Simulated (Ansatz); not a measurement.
Ansatz (a program for electronic structure) input (CCSD(T)/def2-SVPD):

Ansatz 0.2 input:
```yaml
crystal:
  periodic: [false, false, false]
  atoms:
    - {symbol: Se, position_ang: [-0.90749070, -0.00375848, 0.70316520]}
    - {symbol: Se, position_ang: [0.90749070, 0.00375848, -0.70316520]}
    - {symbol: H, position_ang: [-1.85026188, -0.03139265, -0.43895857]}
    - {symbol: H, position_ang: [1.85026188, 0.03139265, 0.43895857]}
basis:
  gaussian:
    orbitals: def2-SVPD
total_charge: 1
magnetization: {spin_polarized: true, initial_magnetization: 1}
correlation: {method: ccsd_t, electrons: outside_noble_gas}
```

End of the output:

```
determinant -130610.84389912 eV, -4799.8599820829 hartree, with singles and doubles -130617.93329006 eV, -4800.1205123945 hartree
determinant -130610.82398627 eV, -4799.8592502994 hartree, with singles and doubles -130618.55887761 eV, -4800.1435023129 hartree
28 core orbitals not correlated
reference -130613.86325551 eV, -4799.9709413837 hartree; 7, 6 occupied and 63, 64 virtual orbitals, 940 factors
second order -6.50941593 eV of doubles, -0.00000000 eV of singles
coupled cluster: 0.34 GiB planned
cycle   1  -7.36577940 eV  change   -2.7e-1 eV  update   2.0e-2
cycle   2  -7.37927325 eV  change   -1.3e-2 eV  update   5.0e-3
cycle   3  -7.38015407 eV  change   -8.8e-4 eV  update   1.7e-3
cycle   4  -7.38067618 eV  change   -5.2e-4 eV  update   4.7e-4
cycle   5  -7.38074265 eV  change   -6.6e-5 eV  update   1.3e-4
cycle   6  -7.38080156 eV  change   -5.9e-5 eV  update   3.7e-5
cycle   7  -7.38081301 eV  change   -1.1e-5 eV  update   1.1e-5
perturbative correction -0.29687512 eV, -0.0109099595 hartree
Total energy: -130621.54094364 eV, -4800.2530912183 hartree
```
